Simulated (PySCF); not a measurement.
C4H6O2S.
Numbering: `[CH2:1]=[CH:2][S:3](=[O:4])(=[O:5])[CH:6]=[CH2:7]` (hydrogens: H8, H9 on C1; H10 on C2; H11 on C6; H12, H13 on C7)

The same species was optimised twice, with GFN2-xTB and with PBE0-D3(BJ)/def2-SVP (PySCF), and the same property calculations (PySCF, gas phase) were run on both structures.

```tsv
coordinate	GFN2-xTB	PBE0-D3(BJ)/def2-SVP	change
S3–C6 (Å)	1.800	1.775	-0.025
C2–S3 (Å)	1.800	1.775	-0.025
S3=O5 (Å)	1.438	1.461	+0.023
S3=O4 (Å)	1.438	1.461	+0.023
C1=C2 (Å)	1.314	1.329	+0.015
C6=C7 (Å)	1.314	1.329	+0.015
O4–S3–O5 (°)	118.7	121.9	+3.2
O5–S3–C6 (°)	108.5	107.1	-1.4
C2–S3–O4 (°)	108.4	107.1	-1.3
O4–S3–C6 (°)	108.7	108.0	-0.7
C2–S3–O5 (°)	108.7	108.1	-0.6
C2–S3–C6 (°)	102.6	103.2	+0.6
C1–C2–S3 (°)	119.9	119.5	-0.4
S3–C6–C7 (°)	119.7	119.4	-0.3
C1–C2–S3–O4 (°)	135	135	0
C2–S3–C6–C7 (°)	-110	-112	-2
```

Rotational constants: A = 3661, B = 1819, C = 1654 MHz (GFN2-xTB) against A = 3729, B = 1789, C = 1675 MHz (PBE0-D3(BJ)/def2-SVP). Point groups within 0.08 Å: C2 and C2. Atoms that the bonding makes alike are paired by their places after alignment.

On the GFN2-xTB structure: HOMO (eV) -8.34 [PBE0/pcSseg-1]; LUMO (eV) -1.59 [PBE0/pcSseg-1]; dipole (D) 4.63 [PBE0/pcSseg-1]; GIAO shielding of C1/C7 (mean) (ppm) 51.3 [PBE0/pcSseg-1]; GIAO shielding of C2/C6 (mean) (ppm) 36.8 [PBE0/pcSseg-1]; GIAO shielding of S3 (ppm) 218.5 [PBE0/pcSseg-1]; GIAO shielding of O4/O5 (mean) (ppm) 152.9 [PBE0/pcSseg-1].

What do these properties become on the PBE0-D3(BJ)/def2-SVP structure?

```tsv
property	level	on GFN2-xTB	on PBE0-D3(BJ)/def2-SVP	change
HOMO (eV)	PBE0/pcSseg-1	-8.34	-8.29	+0.05
LUMO (eV)	PBE0/pcSseg-1	-1.59	-1.69	-0.10
dipole (D)	PBE0/pcSseg-1	4.63	4.53	-0.10
energy, GFN2-xTB geometry as zero (kcal/mol)	PBE0/pcSseg-1	0.0	-2.3	-2.3
GIAO shielding of C1/C7 (mean) (ppm)	PBE0/pcSseg-1	51.3	46.1	-5.2
GIAO shielding of C2/C6 (mean) (ppm)	PBE0/pcSseg-1	36.8	36.2	-0.6
GIAO shielding of S3 (ppm)	PBE0/pcSseg-1	218.5	212.4	-6.1
GIAO shielding of O4/O5 (mean) (ppm)	PBE0/pcSseg-1	152.9	143.7	-9.2
```

The heavy atoms differ by 0.041 Å rms after alignment. Among bonds between heavy atoms C2–S3 and S3–C6 change most and about equally (-0.025 Å). Changes are differences of the printed values. Neither structure is proved a minimum here.

The values belong to the conformer `[CH2:1]=[CH:2][S:3](=[O:4])(=[O:5])[CH:6]=[CH2:7]`: C1–C2–S3–O4 135°, C2–S3–C6–C7 -112°.
